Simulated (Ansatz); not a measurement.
Sn₄O₄H₈⁻, that is cyclo-(H2SnO)4 with one electron more. Charge -1, multiplicity 2. Geometry r2SCAN-D4/def2-SVP, that of the neutral singlet.

| atom | x (Å) | y (Å) | z (Å) |
| --- | --- | --- | --- |
| Sn1 | 0.408 | -2.273 | 0.418 |
| H2 | 1.460 | -3.359 | 1.223 |
| H3 | -0.899 | -2.947 | -0.453 |
| O4 | -0.154 | -0.970 | 1.808 |
| Sn5 | -1.696 | 0.269 | 1.600 |
| H6 | -1.225 | 1.786 | 2.237 |
| H7 | -3.096 | -0.463 | 2.265 |
| O8 | -2.006 | 0.295 | -0.361 |
| Sn9 | -0.946 | 1.398 | -1.631 |
| H10 | -1.744 | 2.896 | -1.874 |
| H11 | -0.640 | 0.439 | -3.017 |
| O12 | 0.692 | 1.843 | -0.597 |
| Sn13 | 2.233 | 0.606 | -0.388 |
| H14 | 3.383 | 0.931 | -1.617 |
| H15 | 2.765 | 0.716 | 1.235 |
| O16 | 1.464 | -1.166 | -0.850 |

In the def2 sets Sn takes a core potential; there is no spin–orbit coupling. At PBE-D4/def2-TZVP, B97M-V/def2-TZVP, PBE0-D4/def2-TZVP the highest occupied level of the charge -1 doublet lies above zero (up to 1.94 eV). By energy differences it is unbound by 0.14 eV (vertical, against the charge 0 singlet, at B97M-V/def2-TZVP) and held by the finite basis.

(1) Estimate the α-spin orbital energies around the gap (eV) in Ansatz with PBE-D4/def2-TZVP, B97M-V/def2-TZVP, PBE0-D4/def2-TZVP.

Answers

(1) 
| orbital | PBE-D4/def2-TZVP | B97M-V/def2-TZVP | PBE0-D4/def2-TZVP |
| --- | --- | --- | --- |
| HOMO−5 | -2.78 | -3.25 | -4.24 |
| HOMO−4 | -2.74 | -3.23 | -4.18 |
| HOMO−3 | -2.57 | -3.09 | -4.15 |
| HOMO−2 | -2.53 | -3.03 | -4.02 |
| HOMO−1 | -2.53 | -3.03 | -4.01 |
| HOMO | 1.88 | 1.94 | 1.68 |
| LUMO | 1.98 | 2.06 | 2.68 |
| LUMO+1 | 1.98 | 2.06 | 2.68 |
| LUMO+2 | 2.20 | 2.21 | 2.92 |
| LUMO+3 | 3.06 | 3.13 | 3.74 |
| LUMO+4 | 3.06 | 3.13 | 3.74 |
| LUMO+5 | 3.14 | 3.22 | 3.79 |
| β HOMO | -2.45 | -2.91 | -3.89 |
| β LUMO | 2.09 | 2.20 | 2.94 |
